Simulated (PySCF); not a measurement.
H$_{5}$B$_{3}$N$_{3}$ (SMILES B1[N]BNBN1), doublet, geometry from GFN2-xTB; MP2/STO-3G (PySCF).

The PySCF input:
```python
from pyscf import gto, scf, mp

mol = gto.Mole()
mol.atom = '''
    B    -0.910625    1.131495    0.290768
    N    -1.376959   -0.125734    0.016191
    B    -0.697194   -1.278310   -0.271863
    N     0.738839   -1.115496   -0.281443
    B     1.357802    0.123985   -0.015966
    N     0.530975    1.231447    0.266511
    H    -1.573257    2.068270    0.528503
    H    -1.184589   -2.320098   -0.496074
    H     1.295052   -1.931439   -0.487825
    H     2.528002    0.230840   -0.029726
    H     0.934891    2.135062    0.461604
'''
mol.basis = 'sto-3g'
mol.charge = 0
mol.spin = 1
mol.verbose = 4
mol.build()

mf = scf.UHF(mol)
mf.kernel()

pt = mp.MP2(mf, frozen=6)
pt.kernel()
print('E(MP2) = %.10f' % pt.e_tot)
```

Output, abridged:

```
PySCF version 2.14.0

[INPUT] verbose = 4
[INPUT] num. atoms = 11
[INPUT] num. electrons = 41
[INPUT] charge = 0
[INPUT] spin (= nelec alpha-beta = 2S) = 1
[INPUT] symmetry False subgroup None
[INPUT] Mole.unit = angstrom
[INPUT] Symbol           X                Y                Z      unit          X                Y                Z       unit  Magmom
[INPUT]  1 B     -0.910625000000   1.131495000000   0.290768000000 AA   -1.720831852182   2.138215661315   0.549471885788 Bohr   0.0
[INPUT]  2 N     -1.376959000000  -0.125734000000   0.016191000000 AA   -2.602075394755  -0.237602824546   0.030596555683 Bohr   0.0
[INPUT]  3 B     -0.697194000000  -1.278310000000  -0.271863000000 AA   -1.317505715690  -2.415655802293  -0.513746613403 Bohr   0.0
[INPUT]  4 N      0.738839000000  -1.115496000000  -0.281443000000 AA    1.396203360148  -2.107981933048  -0.531850189676 Bohr   0.0
[INPUT]  5 B      1.357802000000   0.123985000000  -0.015966000000 AA    2.565873911387   0.234297693554  -0.030171367305 Bohr   0.0
[INPUT]  6 N      0.530975000000   1.231447000000   0.266511000000 AA    1.003397328991   2.327097566917   0.503632799184 Bohr   0.0
[INPUT]  7 H     -1.573257000000   2.068270000000   0.528503000000 AA   -2.973024853555   3.908463851654   0.998725926011 Bohr   0.0
[INPUT]  8 H     -1.184589000000  -2.320098000000  -0.496074000000 AA   -2.238548780172  -4.384349802151  -0.937443997517 Bohr   0.0
[INPUT]  9 H      1.295052000000  -1.931439000000  -0.487825000000 AA    2.447293597070  -3.649890736304  -0.921855646716 Bohr   0.0
[INPUT] 10 H      2.528002000000   0.230840000000  -0.029726000000 AA    4.777231422353   0.436224378595  -0.056173998779 Bohr   0.0
[INPUT] 11 H      0.934891000000   2.135062000000   0.461604000000 AA    1.766687946321   4.034682438966   0.872305138004 Bohr   0.0

nuclear repulsion = 190.942518043071
number of shells = 23
number of NR pGTOs = 105
number of NR cGTOs = 35
basis = sto-3g
ecp = {}

******** <class 'pyscf.scf.uhf.UHF'> ********
method = UHF
initial guess = minao
damping factor = 0
level_shift factor = 0
DIIS = <class 'pyscf.scf.diis.CDIIS'>
diis_start_cycle = 1
diis_space = 8
diis_damp = 0
SCF conv_tol = 1e-09
SCF conv_tol_grad = None
SCF max_cycles = 50
direct_scf = True
direct_scf_tol = 1e-13
number electrons alpha = 21  beta = 20
Set gradient conv threshold to 3.16228e-05
init E= -238.983540347162

cycle= 1 E= -237.351092969301  delta_E= 1.63  |g|= 0.352  |ddm|= 3.08
cycle= 2 E= -237.470275741898  delta_E= -0.119  |g|= 0.152  |ddm|= 0.649
cycle= 3 E= -237.48979009189  delta_E= -0.0195  |g|= 0.0489  |ddm|= 0.227
cycle= 4 E= -237.494315455729  delta_E= -0.00453  |g|= 0.0157  |ddm|= 0.119
cycle= 5 E= -237.494772193069  delta_E= -0.000457  |g|= 0.00698  |ddm|= 0.0374
cycle= 6 E= -237.494866028442  delta_E= -9.38e-05  |g|= 0.00291  |ddm|= 0.0189
cycle= 7 E= -237.494887536765  delta_E= -2.15e-05  |g|= 0.00123  |ddm|= 0.0105
cycle= 8 E= -237.494891781997  delta_E= -4.25e-06  |g|= 0.000635  |ddm|= 0.00405
cycle= 9 E= -237.494893203248  delta_E= -1.42e-06  |g|= 0.000296  |ddm|= 0.00289
cycle= 10 E= -237.494893497579  delta_E= -2.94e-07  |g|= 0.000105  |ddm|= 0.00155
cycle= 11 E= -237.494893528507  delta_E= -3.09e-08  |g|= 4.71e-05  |ddm|= 0.000414
cycle= 12 E= -237.494893535222  delta_E= -6.72e-09  |g|= 1.15e-05  |ddm|= 0.000238
cycle= 13 E= -237.49489353552  delta_E= -2.98e-10  |g|= 3.23e-06  |ddm|= 4.51e-05
Extra cycle  E= -237.494893535533  delta_E= -1.27e-11  |g|= 1.83e-06  |ddm|= 5.51e-06
converged SCF energy = -237.494893535533  <S^2> = 0.7634462  2S+1 = 2.0134013

******** <class 'pyscf.mp.ump2.UMP2'> ********
nocc = (np.int64(15), np.int64(14)), nmo = (29, 29)
frozen orbitals 6
E(UMP2) = -237.743898270828  E_corr = -0.249004735295405
E(SCS-UMP2) = -237.751101458017  E_corr = -0.256207922484299
E_corr(same-spin) = -0.0491512613886772
E_corr(oppo-spin) = -0.199853473906727
E(MP2) = -237.7438982708
```
